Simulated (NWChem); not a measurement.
System: C2H3BFNO; SMILES FB1C=NCO1

The following NWChem deck was run.

```
start job
memory heap 200 mb stack 900 mb global 1100 mb
geometry units angstroms
  F      2.007495    -0.257505    -0.160225
  B      0.708509    -0.052203    -0.053165
  C     -0.152042     1.260763     0.118842
  N     -1.377001     0.909255     0.172813
  C     -1.476872    -0.504974     0.058128
  O     -0.184917    -1.061872    -0.078494
  H      0.086871     2.308691     0.192550
  H     -1.961411    -0.916425     0.950024
  H     -2.082748    -0.764577    -0.816759
end
basis spherical
  * library def2-svp
end
dft
  xc xpbe96 cpbe96
  disp vdw 4
  iterations 150
end
driver
  maxiter 120
end
task dft optimize
task dft freq
```

NWChem printed, in part:

```
             Northwest Computational Chemistry Package (NWChem) 7.3.0
             --------------------------------------------------------

 CS  symmetry detected

                             Geometry "geometry" -> ""
                             -------------------------

 Output coordinates in angstroms (scale by  1.889725989 to convert to a.u.)

  No.       Tag          Charge          X              Y              Z
 ---- ---------------- ---------- -------------- -------------- --------------
    1 F                    9.0000     0.08479654    -2.10313359     0.00000000
    2 B                    5.0000     0.06957104    -0.78376118     0.00000000
    3 C                    6.0000     1.22289177     0.29506478     0.00000000
    4 N                    7.0000     0.66968722     1.44439503     0.00000000
    5 C                    6.0000    -0.74504020     1.29702866     0.00000000
    6 O                    8.0000    -1.07853268    -0.07655477     0.00000000
    7 H                    1.0000     2.29889143     0.24130503     0.00000000
    8 H                    1.0000    -1.16828697     1.77740774     0.88872136
    9 H                    1.0000    -1.16828697     1.77740774    -0.88872136

 Effective nuclear repulsion energy (a.u.)     216.6035657087

      Symmetry information
      --------------------

 Group name             Cs
 Group number              2
 Group order               2
 No. of unique centers     8

                                Z-matrix (autoz)
                                --------

 Units are Angstrom for bonds and degrees for angles

      Type          Name      I     J     K     L     M      Value
      ----------- --------  ----- ----- ----- ----- ----- ----------
    1 Stretch                  1     2                       1.31946
    2 Stretch                  2     3                       1.57924
    3 Stretch                  2     6                       1.34844
    4 Stretch                  3     4                       1.27554
    5 Stretch                  3     7                       1.07734
    6 Stretch                  4     5                       1.42238
    7 Stretch                  5     6                       1.41349
    8 Stretch                  5     8                       1.09532
    9 Stretch                  5     9                       1.09532
   10 Bend                     1     2     3               132.42738
   11 Bend                     1     2     6               122.29331
   12 Bend                     2     3     4               107.38574
   13 Bend                     2     3     7               134.05119
   14 Bend                     2     6     5               107.98535
   15 Bend                     3     2     6               105.27931
   16 Bend                     3     4     5               109.75598
   17 Bend                     4     3     7               118.56307
   18 Bend                     4     5     6               109.59361
   19 Bend                     4     5     8               109.80959
   20 Bend                     4     5     9               109.80959
   21 Bend                     6     5     8               109.57397
   22 Bend                     6     5     9               109.57397
   23 Bend                     8     5     9               108.46196
   24 Torsion                  1     2     3     4         180.00000
   25 Torsion                  1     2     3     7           0.00000
   26 Torsion                  1     2     6     5         180.00000
   27 Torsion                  2     3     4     5           0.00000
   28 Torsion                  2     6     5     4           0.00000
   29 Torsion                  2     6     5     8        -120.55452
   30 Torsion                  2     6     5     9         120.55452
   31 Torsion                  3     2     6     5          -0.00000
   32 Torsion                  3     4     5     6           0.00000
   33 Torsion                  3     4     5     8         120.41126
   34 Torsion                  3     4     5     9        -120.41126
   35 Torsion                  4     3     2     6           0.00000
   36 Torsion                  5     4     3     7         180.00000
   37 Torsion                  6     2     3     7         180.00000

  pbe96 is a nonlocal functional; adding pw91lda local functional.

                           NWChem Geometry Optimization
                           ----------------------------

 maximum gradient threshold         (gmax) =   0.000450
 rms gradient threshold             (grms) =   0.000300
 maximum cartesian step threshold   (xmax) =   0.001800
 rms cartesian step threshold       (xrms) =   0.001200
 fixed trust radius                (trust) =   0.300000
 source of zmatrix                         =   autoz

          -------------------
          Energy Minimization
          -------------------

 Using diagonal initial Hessian
 Scaling for Hessian diagonals: bonds = 1.00  angles = 0.25  torsions = 0.10

          --------
          Step   0

                                 NWChem DFT Module
                                 -----------------

 Summary of "ao basis" -> "ao basis" (spherical)
 ------------------------------------------------------------------------------
       Tag                 Description            Shells   Functions and Types
 ---------------- ------------------------------  ------  ---------------------
 F                          def2-svp                 6       14   3s2p1d
 B                          def2-svp                 6       14   3s2p1d
 C                          def2-svp                 6       14   3s2p1d
 N                          def2-svp                 6       14   3s2p1d
 O                          def2-svp                 6       14   3s2p1d
 H                          def2-svp                 3        5   2s1p

      Symmetry analysis of basis
      --------------------------

        a'         69
        a"         30

[...]

      ----------------------
      Optimization converged
      ----------------------

  Step       Energy      Delta E   Gmax     Grms     Xrms     Xmax
  ---- ---------------- -------- -------- -------- -------- --------
@    5    -332.16165260 -3.6D-07  0.00004  0.00001  0.00015  0.00038
                                     ok       ok       ok       ok

                                Z-matrix (autoz)
                                --------

 Units are Angstrom for bonds and degrees for angles

[...]

 Rotational Constants
 --------------------
 A=   0.277078 cm-1  (  0.398645 K)
 B=   0.111434 cm-1  (  0.160325 K)
 C=   0.080711 cm-1  (  0.116123 K)

 Temperature                      =   298.15K
 frequency scaling parameter      =   1.0000

 Zero-Point correction to Energy  =   37.267 kcal/mol  (  0.059389 au)
 Thermal correction to Energy     =   40.264 kcal/mol  (  0.064165 au)
 Thermal correction to Enthalpy   =   40.856 kcal/mol  (  0.065109 au)

 Total Entropy                    =   71.378 cal/mol-K
   - Translational                =   39.286 cal/mol-K (mol. weight =  87.0292)
   - Rotational                   =   25.962 cal/mol-K (symmetry #  =        1)
   - Vibrational                  =    6.130 cal/mol-K

 Cv (constant volume heat capacity) =   16.874 cal/mol-K
   - Translational                  =    2.979 cal/mol-K
   - Rotational                     =    2.979 cal/mol-K
   - Vibrational                    =   10.915 cal/mol-K

[normal modes left out]

 ----------------------------------------------------------------------------
 Normal Eigenvalue ||           Projected Infra Red Intensities
  Mode   [cm**-1]  || [atomic units] [(debye/angs)**2] [(KM/mol)] [arbitrary]
 ------ ---------- || -------------- ----------------- ---------- -----------
    1       -0.000 ||    0.000024           0.001         0.024       0.009
    2       -0.000 ||    0.000001           0.000         0.001       0.000
    3       -0.000 ||    0.000189           0.004         0.185       0.070
    4       -0.000 ||    0.000124           0.003         0.121       0.046
    5        0.000 ||    0.000016           0.000         0.016       0.006
    6        0.000 ||    0.000036           0.001         0.035       0.013
    7      208.671 ||    0.000091           0.002         0.088       0.034
    8      364.743 ||    0.001930           0.045         1.881       0.713
    9      384.048 ||    0.029419           0.679        28.679      10.872
   10      569.109 ||    0.004332           0.100         4.223       1.601
   11      627.871 ||    0.012507           0.289        12.192       4.622
   12      757.467 ||    0.005379           0.124         5.244       1.988
   13      854.396 ||    0.025007           0.577        24.378       9.241
   14      867.440 ||    0.009245           0.213         9.012       3.417
   15      973.625 ||    0.041882           0.966        40.829      15.478
   16     1009.098 ||    0.068354           1.577        66.635      25.260
   17     1027.021 ||    0.009694           0.224         9.450       3.582
   18     1158.901 ||    0.048374           1.116        47.157      17.877
   19     1175.157 ||    0.000184           0.004         0.179       0.068
   20     1260.707 ||    0.020733           0.478        20.212       7.662
   21     1322.198 ||    0.026456           0.610        25.791       9.777
   22     1382.544 ||    0.032838           0.758        32.012      12.135
   23     1463.953 ||    0.354877           8.187       345.951     131.146
   24     1586.211 ||    0.009544           0.220         9.304       3.527
   25     2976.090 ||    0.011894           0.274        11.595       4.396
   26     3024.115 ||    0.004555           0.105         4.441       1.683
   27     3087.641 ||    0.012925           0.298        12.600       4.776
 ----------------------------------------------------------------------------
```

Level: PBE-D3(BJ)/def2-SVP.
